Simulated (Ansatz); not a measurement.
Calculated with Ansatz (gas phase, PBE0-D4/def2-TZVP geometries, no zero-point term in ΔE). CBS: MP2 limit from def2 TZ/QZ plus the TZ coupled-cluster correction, frozen cores. DFT in def2-TZVPP. For Ga outer-core shells are correlated without core-valence functions, which leaves a few kJ/mol of doubt a bond. Scalar relativity is left out up to krypton. Each species was taken in one conformer, which may not be the lowest.

Reaction (redistribution): `O[CH2][Ga]([F])[Cl]` + `C[SiH2]B[SiH3]` → `C[SiH2][Ga]([F])[Cl]` + `OCB[SiH3]`

`O[CH2][Ga]([F])[Cl]`:

Z-matrix (Å, degrees):
```
C
Ga 1 1.980
O 1 1.407 2 112.2
H 1 1.091 2 108.2 3 -118.3
H 1 1.098 2 109.1 3 125.7
Cl 2 2.141 1 119.7 3 -25.6
F 2 1.748 1 126.4 3 155.4
H 3 0.961 1 109.6 2 56.9
```

`C[SiH2]B[SiH3]`:

Z-matrix (Å, degrees):
```
C
Si 1 1.876
H 1 1.092 2 110.8
H 1 1.093 2 110.8 3 119.7
H 1 1.092 2 111.1 3 -120.3
B 2 2.005 1 115.3 3 -55.0
H 2 1.492 1 109.9 3 177.4
H 2 1.499 1 109.6 3 60.3
Si 6 2.005 2 123.1 1 17.1
H 6 1.198 2 118.2 1 -162.6
H 9 1.488 6 115.4 2 153.9
H 9 1.490 6 113.4 2 28.1
H 9 1.497 6 104.2 2 -88.0
```

`C[SiH2][Ga]([F])[Cl]`:

Z-matrix (Å, degrees):
```
C
Si 1 1.870
H 1 1.091 2 110.9
H 1 1.091 2 110.9 3 120.0
H 1 1.092 2 110.2 3 -120.0
Ga 2 2.397 1 111.4 3 -60.0
H 2 1.488 1 111.9 3 59.3
H 2 1.488 1 111.9 3 -179.1
Cl 6 2.142 2 127.4 1 179.5
F 6 1.757 2 121.5 1 -0.5
```

`OCB[SiH3]`:

Cartesian coordinates in Å:
```
O 0.140 1.390 -2.060
C -0.317 0.831 -0.849
B 0.614 -0.245 -0.240
Si 0.133 -1.165 1.489
H -0.497 2.043 -2.361
H -1.316 0.365 -0.955
H -0.472 1.600 -0.067
H 1.632 -0.541 -0.796
H -1.150 -0.694 2.084
H 1.212 -0.949 2.495
H 0.021 -2.635 1.261
```

| level | ΔE (kJ/mol) |
| --- | --- |
| PBE-D4 | -69.4 |
| ωB97M-V | -72.6 |
| B2PLYP | -72.1 |
| HF/def2-TZVPP | -75.6 |
| SCS-MP2/def2-TZVPP | -67.6 |
| MP2/def2-QZVPP | -68.9 |
| SCS-MP2/def2-QZVPP | -68.5 |
| HF/CBS(def2) | -76.1 |

Question: What does CCSD(T)/CBS give? (Estimate.)

Answer: The calculation gave: -68.2 kJ/mol. The listed levels differ from it by -1.2, -4.4, -3.9, -7.4, 0.6, -0.7, -0.3, -7.9 kJ/mol.

Largest T1 diagnostic among the species: 0.013.

In def2-TZVPP, CCSD(T) changes the Hartree–Fock value by +9.4 kJ/mol (the triples alone add +1.3 kJ/mol) and MP2 by +7.9 kJ/mol. The D4 term adds +3.5 kJ/mol with B3LYP and +2.0 kJ/mol with PBE0; it sums over pairs of atoms, weighted by their polarisabilities, and B3LYP, whose exchange is more repulsive, gets the larger term.

B3LYP here is the variant with VWN-RPA as its local correlation; programs differ in this.
